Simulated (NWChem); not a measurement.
Species: CH$_{7}$FOSi$_{2}$; SMILES O[C@@H]([SiH3])[SiH2]F

```xyz
12

O     -1.7360    -1.0086     0.0246
C     -0.4586    -0.4773     0.4618
Si     1.0073    -1.5814    -0.0697
Si    -0.4470     1.3198    -0.1448
F      1.0020     2.0472     0.1340
H     -1.6807    -1.1289    -0.9436
H     -0.4870    -0.4761     1.5738
H      0.8515    -2.9644     0.4988
H      0.9744    -1.6785    -1.5737
H      2.3180    -0.9855     0.3629
H     -0.6798     1.2907    -1.6304
H     -1.5194     2.1121     0.5417
```
Atoms are numbered in this order, from 1.

Results from NWChem. Pople sets run with spherical d functions. Medium grid unless said otherwise, to which SCAN and Minnesota functionals are sensitive. The geometry was optimised at PBE-D3(BJ)/def2-SVP. Level r2SCAN/6-31G*: energy and gradient; each run changes one setting, and changes count from the defaults (medium grid, exact Coulomb integrals, symmetry on).

| setting | size of the energy change (μHa) | largest change of a gradient component (μHa/bohr) | time, defaults = 1 (rough) |
|---|---|---|---|
| defaults | < 10 | < 30 | about 1 |
| symmetry off | < 10 | other frame | about 1 |
| Coulomb fitting, Weigend set | 500 | 90 | 0.5 |
| Becke weights | 10 | 60 | about 1 |
| extra-fine grid | 200 | 100 | 3 |
